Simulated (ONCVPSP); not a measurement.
**Which change was made? (Rb, ONCV)**

```
Element                 : rubidium (Rb)
Generator               : ONCVPSP 4.0.1
Type                    : optimised norm-conserving Vanderbilt (ONCV)
Functional              : LDA (Perdew-Zunger)
Relativity              : scalar-relativistic
Frozen core             : [Ar] 3d10
Valence charge          : 9
Reference configuration : 4s2 4p6 5s1
Partial waves           : 4s+5s: rc 1.95 bohr, ncon 4, nbas 7, qcut 5.9 1/bohr, 3 projectors, debl 3.8 Ha; 4p: rc 2.30 bohr, ncon 4, nbas 8, qcut 7.2 1/bohr, 2 projectors, debl 1.4 Ha; d scattering state at 0.3 Ha: rc 1.75 bohr, ncon 4, nbas 7, qcut 4.8 1/bohr, local
Local potential         : the d channel
Core correction         : polynomial model core, fcfact 0.75
```

Cutoffs, loose and tight: the cutoffs (Ha) at which the residual kinetic energy of the hardest occupied pseudo-wave falls to 1 and 0.1 mHa per electron. They do not see the model core or the augmentation charge, which bear on the density cutoff. Test errors are all-electron minus pseudo excitation energies from the reference, over the configurations 4s2 4p6 5s0; 4s2 4p6 5s0.5; 4s2 4p6 5s0 5p1; 4s2 4p5 5s1; variants that change the core or the reference have their own tests.

The base gives: outcome: generated; cutoff, loose: 13 Ha; cutoff, tight: 15 Ha; bound ghosts: none; GHOST(+) flags above zero: s, p; largest test error (meV): -13.

Problem. After one change the result is: outcome: generated; cutoff, loose: 13 Ha; cutoff, tight: 16 Ha; bound ghosts: none; GHOST(+) flags above zero: s; largest test error (meV): -8.1. Which change was it?
A. p: rc 2.12
B. p: rc 3.34
C. p: rc 1.8

Solution. A. The others give: p: rc 1.8 → outcome: generated; cutoff, loose: 16 Ha; cutoff, tight: 20 Ha; bound ghosts: none; GHOST(+) flags above zero: s; largest test error (meV): -4.3 | p: rc 3.34 → outcome: generated; cutoff, loose: 13 Ha; cutoff, tight: 15 Ha; bound ghosts: none; GHOST(+) flags above zero: s; largest test error (meV): -51.
